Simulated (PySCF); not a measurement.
BiCl2, SMILES [Cl][Bi][Cl], multiplicity 2.

Coordinates come from a B3LYP-D3(BJ)/def2-TZVP optimisation. The spin state was assumed, not searched. The isomer is the one that the SMILES or the coordinates give; other isomers of the formula were not compared. The def2 effective core potentials stand for the cores of Bi; spin–orbit coupling is left out.

Two levels are set side by side: PBE/def2-TZVPD (PySCF) and r2SCAN/def2-TZVPD (PySCF). Same geometry, gas phase. Differences are taken from unrounded values.

```csv
quantity,r2SCAN,PBE,PBE minus r2SCAN
α-spin orbital gap (eV),2.68,2.15,-0.53
β-spin orbital gap (eV),4.06,3.40,-0.65
dipole moment (D),3.62,3.46,-0.16
mean polarisability (bohr³),76.3,79.2,2.8
```

Rough cost on one machine, each run with all the roots and properties that it gave: r2SCAN against PBE about 2 times.
